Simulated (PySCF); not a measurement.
Be (beryllium, neutral) across methods

[He] 2s1 2p1, high-spin 3P determinant (an excited configuration). Computed with PySCF 2.14 in x2c-TZVPPall (5s3p1d, 19 functions), with scalar relativity by spin-free X2C-1e.

```json
{"method": "PBEsol", "E (hartree)": "-14.4476", "mean ε 1s β (eV)": "-105.62", "mean ε 2s α (eV)": "-6.496", "mean ε 2p α (eV)": "-2.966", "Σ⟨r²⟩ (bohr²)": "18.19", "⟨S²⟩": "2.000"}
{"method": "UHF", "E (hartree)": "-14.51490", "mean ε 1s β (eV)": "-128.54", "mean ε 2s α (eV)": "-10.771", "mean ε 2p α (eV)": "-6.657", "Σ⟨r²⟩ (bohr²)": "18.18", "⟨S²⟩": "2.000"}
{"method": "M06", "E (hartree)": "-14.5704", "mean ε 1s β (eV)": "-112.46", "mean ε 2s α (eV)": "-7.359", "mean ε 2p α (eV)": "-3.780", "Σ⟨r²⟩ (bohr²)": "18.17", "⟨S²⟩": "2.000"}
{"method": "BLYP", "E (hartree)": "-14.5705", "mean ε 1s β (eV)": "-106.75", "mean ε 2s α (eV)": "-6.244", "mean ε 2p α (eV)": "-2.825", "Σ⟨r²⟩ (bohr²)": "17.90", "⟨S²⟩": "2.000"}
{"method": "wB97M-V", "E (hartree)": "-14.5585", "mean ε 1s β (eV)": "-115.01", "mean ε 2s α (eV)": "-9.450", "mean ε 2p α (eV)": "-5.349", "Σ⟨r²⟩ (bohr²)": "18.30", "⟨S²⟩": "2.000"}
{"method": "LDA", "E (hartree)": "-14.3588", "mean ε 1s β (eV)": "-105.14", "mean ε 2s α (eV)": "-6.515", "mean ε 2p α (eV)": "-2.983", "Σ⟨r²⟩ (bohr²)": "18.28", "⟨S²⟩": "2.000"}
{"method": "r2SCAN", "E (hartree)": "-14.5715", "mean ε 1s β (eV)": "-108.76", "mean ε 2s α (eV)": "-6.809", "mean ε 2p α (eV)": "-3.223", "Σ⟨r²⟩ (bohr²)": "17.99", "⟨S²⟩": "2.000"}
{"method": "PBE", "E (hartree)": "-14.5454", "mean ε 1s β (eV)": "-106.35", "mean ε 2s α (eV)": "-6.539", "mean ε 2p α (eV)": "-3.057", "Σ⟨r²⟩ (bohr²)": "18.03", "⟨S²⟩": "2.000"}
{"method": "PBE0", "E (hartree)": "-14.5534", "mean ε 1s β (eV)": "-112.07", "mean ε 2s α (eV)": "-7.683", "mean ε 2p α (eV)": "-4.019", "Σ⟨r²⟩ (bohr²)": "18.00", "⟨S²⟩": "2.000"}
```
